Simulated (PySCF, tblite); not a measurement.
Isomers of C4H7N3O2Si. Calculated harmonic vibrations of the isolated species, GFN2-xTB (tblite), most abundant isotopes, no scaling. The method is semi-empirical: single wavenumbers can be off by several per cent or more. Modes of hydrogen on silicon can be 10 to 20 % off. One conformer each.

Electronic energies: PBE0/pcSseg-1 single points on the GFN2-xTB geometries (PySCF, gas phase).

| SMILES | electronic energy, lowest = 0 (kcal/mol) |
| --- | --- |
| OCc1ncnnc1O[SiH3] | 42.0 |
| Cc1ncnnc1O[SiH2]O | 0.0 |
| COC(=O)c1ncn([SiH3])n1 | 25.7 |
| COc1ncnnc1O[SiH3] | 41.5 |

**Question.** How do GFN2-xTB zero-point energies change the relative energies?

**Answer.** 
```json
{"SMILES": "Cc1ncnnc1O[SiH2]O", "ZPE (kcal/mol)": "71.3", "of it from modes above 1550 cm⁻¹": "31.3", "electronic (kcal/mol)": "0.0", "with ZPE, lowest = 0 (kcal/mol)": "0.0", "lowest mode (cm⁻¹)": "17", "rings": "1"}
{"SMILES": "COC(=O)c1ncn([SiH3])n1", "ZPE (kcal/mol)": "70.4", "of it from modes above 1550 cm⁻¹": "29.9", "electronic (kcal/mol)": "25.7", "with ZPE, lowest = 0 (kcal/mol)": "24.8", "lowest mode (cm⁻¹)": "21", "rings": "1"}
{"SMILES": "COc1ncnnc1O[SiH3]", "ZPE (kcal/mol)": "70.4", "of it from modes above 1550 cm⁻¹": "29.4", "electronic (kcal/mol)": "41.5", "with ZPE, lowest = 0 (kcal/mol)": "40.6", "lowest mode (cm⁻¹)": "74", "rings": "1"}
{"SMILES": "OCc1ncnnc1O[SiH3]", "ZPE (kcal/mol)": "69.8", "of it from modes above 1550 cm⁻¹": "27.5", "electronic (kcal/mol)": "42.0", "with ZPE, lowest = 0 (kcal/mol)": "40.5", "lowest mode (cm⁻¹)": "46", "rings": "1"}
```

The zero-point energies span 1.5 kcal/mol, from `OCc1ncnnc1O[SiH3]` to `Cc1ncnnc1O[SiH2]O`. The lowest isomer stays, but the order above it changes.

**Question.** And how do the electronic energies of GFN2-xTB itself compare?

**Answer.** `Cc1ncnnc1O[SiH2]O` 0.0; `COC(=O)c1ncn([SiH3])n1` 35.6; `COc1ncnnc1O[SiH3]` 29.1; `OCc1ncnnc1O[SiH3]` 38.4 kcal/mol, lowest = 0. Against the energies above, taken from the same isomer `Cc1ncnnc1O[SiH2]O`, the largest difference is 12.4 kcal/mol.
